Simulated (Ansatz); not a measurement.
`CC(C)[O][GeH2][F]` + `C[C](=O)[InH2]` → `[F][GeH2][InH2]` + `CC(=O)OC(C)C`  (formal exchange of groups at a Ge–O bond)

Program: Ansatz. Geometries: PBE0-D4/def2-TZVP. ΔE: electronic, gas phase. CCSD(T)/CBS is the MP2 limit (def2-TZVPP, def2-QZVPP) plus CCSD(T) − MP2 in def2-TZVPP, frozen cores. DFT in def2-TZVPP. B3LYP here is the variant with VWN-RPA as its local correlation; programs differ in this. def2 core potentials past Kr. For Ge, In outer-core shells are correlated without core-valence functions, which leaves a few kJ/mol of doubt a bond. Scalar relativity is left out up to krypton. Each species was taken in one conformer, which may not be the lowest.

`CC(C)[O][GeH2][F]`:

```xyz
15

C     0.219    1.389   -0.649
C     0.203   -0.113   -0.449
C     1.461   -0.778   -0.963
O     0.094   -0.423    0.940
Ge   -1.476   -0.577    1.705
F    -2.195    1.006    1.816
H     0.308    1.635   -1.710
H     1.069    1.826   -0.119
H    -0.695    1.845   -0.263
H    -0.662   -0.534   -0.986
H     2.332   -0.390   -0.429
H     1.592   -0.582   -2.030
H     1.417   -1.858   -0.811
H    -1.231   -1.062    3.132
H    -2.435   -1.385    0.818
```

`C[C](=O)[InH2]`:

```xyz
9

C    -0.037    1.474    0.243
C     0.415    0.061    0.458
O     1.241   -0.230    1.291
In   -0.266   -1.745   -0.621
H     0.476    2.160    0.922
H     0.153    1.758   -0.797
H    -1.119    1.532    0.394
H     0.661   -2.310   -1.962
H    -1.524   -2.701    0.070
```

`[F][GeH2][InH2]`:

Z-matrix (Å, degrees):
```
Ge
In 1 2.616
F 1 1.757 2 108.3
H 1 1.545 2 115.3 3 -116.5
H 1 1.545 2 115.3 3 116.5
H 2 1.727 1 118.5 3 179.8
H 2 1.720 1 120.3 3 -0.2
```

`CC(=O)OC(C)C`:

Cartesian coordinates in Å:
```
C -2.045 -1.874 0.108
C -0.829 -1.218 -0.471
O -0.175 -1.655 -1.381
O -0.562 -0.068 0.159
C 0.591 0.675 -0.289
C 1.836 0.124 0.371
C 0.323 2.120 0.058
H -2.903 -1.204 0.029
H -2.246 -2.802 -0.421
H -1.887 -2.075 1.170
H 0.663 0.545 -1.371
H 1.757 0.201 1.458
H 1.988 -0.920 0.097
H 2.712 0.692 0.049
H -0.590 2.473 -0.424
H 1.153 2.744 -0.279
H 0.215 2.245 1.138
```

(1) Is it downhill or uphill in electronic energy at CCSD(T)/CBS, and by how much? (Best estimate.)

(2) What do these levels give: PBE-D4, revPBE-D4, B3LYP-D4, r2SCANh-D4, CAM-B3LYP-D4, PBE-QIDH, RPA@PBE/def2-TZVPP, HF/def2-SVP, HF/def2-TZVPP, HF/CBS(def2), MP2/CBS(def2), CCSD/CBS(def2)? (Estimate.)

Largest T1 diagnostic among the species: 0.018.

Results:

(1) The calculation gave: Downhill: ΔE = -15.4 kcal/mol.

(2) Ansatz gave: PBE-D4 -18.2, revPBE-D4 -17.1, B3LYP-D4 -17.1, r2SCANh-D4 -19.0, CAM-B3LYP-D4 -18.0, PBE-QIDH -18.7, RPA@PBE/def2-TZVPP -14.0, HF/def2-SVP -23.2, HF/def2-TZVPP -19.0, HF/CBS(def2) -18.7, MP2/CBS(def2) -15.0, CCSD/CBS(def2) -16.1 kcal/mol.

From r2SCAN to r2SCAN0 (25 % exact exchange), in def2-TZVPP and without D4, ΔE moves by −1.7 kcal/mol. The D4 term adds +0.8 kcal/mol with B3LYP and +0.3 kcal/mol with PBE0; it sums over pairs of atoms, weighted by their polarisabilities, and B3LYP, whose exchange is more repulsive, gets the larger term. Leaving LDA and LC-ωPBE aside and taking each functional with its dispersion term where it has one, the values, not all of them listed here, spread over 5.0 kcal/mol, from PBE0-D4 to BLYP-D4. LDA lies −3.2 kcal/mol from PBE without D4.
